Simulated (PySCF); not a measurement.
**Diatomics of Cd with the second period**

PBE0 with double-zeta basis sets in PySCF, for the lowest determinant that a PBE0 search found; no spin–orbit coupling. De refers to high-spin ground-configuration atoms. A positive dipole means M(−)Cd(+).

```
 M               basis  state (unpaired electrons)  Re (Å)  ωe (cm⁻¹)  De (eV)  μ (D)
Li            def2-SVP               doublet (σ ↑)   3.088        146     0.17  -0.48
Be  cc-pVDZ/cc-pVDZ-PP      singlet (closed shell)   3.014        129     0.12   0.30
 B            def2-SVP               doublet (π ↑)   2.426        272     0.45   1.93
 C            def2-SVP              triplet (π ↑↑)   2.181        403     1.00   2.99
 N            def2-SVP         quartet (σ ↑, π ↑↑)   2.430        166     0.13   0.81
 O  cc-pVDZ-PP/cc-pVDZ          triplet (σ ↑, π ↑)   2.092        415     0.89   2.23
 F            def2-SVP               doublet (σ ↑)   1.985        538     2.32   3.21
```

By what factor does the harmonic wavenumber vary along the series?

At PBE0 it runs from 129 cm⁻¹ (BeCd) to 538 cm⁻¹ (CdF), a factor of 4.17.

The rows differ in basis set, which adds steps of its own.

The state changes along the series, so neighbouring rows are not always alike in their bonding.

Closed-shell solutions of metal pairs were not tested for spin polarisation, which can lower them a little. Weak bonds: BeCd, CdB, CdN, LiCd. Basis-set superposition, not corrected here, can be much of De in a small basis, most of all at correlated wavefunction levels. Functionals without a dispersion term scatter widely for such bonds, and LDA overbinds them. Spin–orbit coupling is left out. States were picked by a PBE0 search and need not be the measured ground states.
